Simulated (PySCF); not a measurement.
Point-charge models of `C[C@H]1OC(=O)C=CC1=O` against its computed dipole.

Coordinates (GFN2-xTB, Å) and charges (e) from the PBE0/pcSseg-1 density (PySCF):

```json
{"atom": "C1", "x": "-1.754", "y": "-0.613", "z": "-0.130", "Mulliken": "-0.2256", "IAO": "-0.4255", "Hirshfeld": "-0.1185", "ESP-fitted": "-0.5034"}
{"atom": "C2", "x": "-0.579", "y": "-0.312", "z": "0.814", "Mulliken": "+0.0220", "IAO": "+0.0293", "Hirshfeld": "+0.0468", "ESP-fitted": "+0.3687"}
{"atom": "O3", "x": "0.453", "y": "-1.266", "z": "0.606", "Mulliken": "-0.4404", "IAO": "-0.3280", "Hirshfeld": "-0.0981", "ESP-fitted": "-0.4898"}
{"atom": "C4", "x": "1.489", "y": "-1.041", "z": "-0.209", "Mulliken": "+0.5595", "IAO": "+0.5071", "Hirshfeld": "+0.1966", "ESP-fitted": "+0.8480"}
{"atom": "O5", "x": "2.268", "y": "-1.927", "z": "-0.447", "Mulliken": "-0.3722", "IAO": "-0.4267", "Hirshfeld": "-0.2564", "ESP-fitted": "-0.5263"}
{"atom": "C6", "x": "1.660", "y": "0.332", "z": "-0.746", "Mulliken": "-0.1868", "IAO": "-0.1703", "Hirshfeld": "-0.0207", "ESP-fitted": "-0.4373"}
{"atom": "C7", "x": "0.909", "y": "1.356", "z": "-0.337", "Mulliken": "-0.0726", "IAO": "-0.1709", "Hirshfeld": "-0.0313", "ESP-fitted": "-0.0576"}
{"atom": "C8", "x": "-0.194", "y": "1.143", "z": "0.610", "Mulliken": "+0.2336", "IAO": "+0.3567", "Hirshfeld": "+0.1524", "ESP-fitted": "+0.3548"}
{"atom": "O9", "x": "-0.809", "y": "2.040", "z": "1.134", "Mulliken": "-0.3415", "IAO": "-0.3930", "Hirshfeld": "-0.2189", "ESP-fitted": "-0.4415"}
{"atom": "H10", "x": "-1.450", "y": "-0.475", "z": "-1.166", "Mulliken": "+0.1189", "IAO": "+0.1469", "Hirshfeld": "+0.0403", "ESP-fitted": "+0.1451"}
{"atom": "H11", "x": "-2.071", "y": "-1.643", "z": "0.009", "Mulliken": "+0.1455", "IAO": "+0.1638", "Hirshfeld": "+0.0542", "ESP-fitted": "+0.1635"}
{"atom": "H12", "x": "-2.581", "y": "0.055", "z": "0.093", "Mulliken": "+0.1398", "IAO": "+0.1638", "Hirshfeld": "+0.0540", "ESP-fitted": "+0.1495"}
{"atom": "H13", "x": "-0.906", "y": "-0.461", "z": "1.850", "Mulliken": "+0.1582", "IAO": "+0.1786", "Hirshfeld": "+0.0602", "ESP-fitted": "+0.0594"}
{"atom": "H14", "x": "2.477", "y": "0.449", "z": "-1.443", "Mulliken": "+0.1339", "IAO": "+0.1885", "Hirshfeld": "+0.0717", "ESP-fitted": "+0.2174"}
{"atom": "H15", "x": "1.083", "y": "2.372", "z": "-0.661", "Mulliken": "+0.1276", "IAO": "+0.1798", "Hirshfeld": "+0.0680", "ESP-fitted": "+0.1496"}
```

What dipole does each set of charges give (1 e·Å = 4.803 D), and what does the density give?

The full density gives (-1.23, 1.55, -1.27) D, 2.35 D in size; dipole vectors point from the negative to the positive end.

| scheme | μx | μy | μz | size (D) | share of the full size (%) | angle to the full dipole (°) |
| --- | --- | --- | --- | --- | --- | --- |
| Mulliken | -2.31 | 1.13 | -1.73 | 3.10 | 132 | 21 |
| IAO | -1.42 | 1.81 | -1.41 | 2.70 | 115 | 1 |
| Hirshfeld | -0.87 | 1.01 | -0.67 | 1.49 | 64 | 6 |
| ESP-fitted | -1.25 | 1.55 | -1.29 | 2.37 | 101 | 0 |

Which set comes closest?

Length of the difference vector: ESP-fitted 0.03 D, IAO 0.36 D, Hirshfeld 0.88 D, Mulliken 1.24 D. Closest: ESP-fitted. The schemes that divide the density aren't constrained to reproduce the dipole.

What is left for the Hirshfeld atoms' own dipoles?

The shares of the density sum to the whole, so what Σ q r misses lies in dipoles about the nuclei. The atomic dipoles sum to (-1.23, 1.55, -1.27) − (-0.87, 1.01, -0.67) = (-0.36, 0.54, -0.60) D, 0.88 D in size.

With the origin at the mean of the coordinates, (0.000, 0.001, -0.001) Å, which are the largest single terms, by size, of the Mulliken dipole along the direction of the full one?

O5 +3.96, C4 -3.64, O3 +2.96, O9 -1.89, H12 +0.90 D; all 15 atoms together +2.89 D. The single terms depend on the origin, their sum doesn't.

Give the size of the full dipole in other units.

2.35 D = 0.925 au = 0.489 e·Å = 7.84 × 10⁻³⁰ C·m.

Isolated species at its GFN2-xTB geometry (one conformer only).
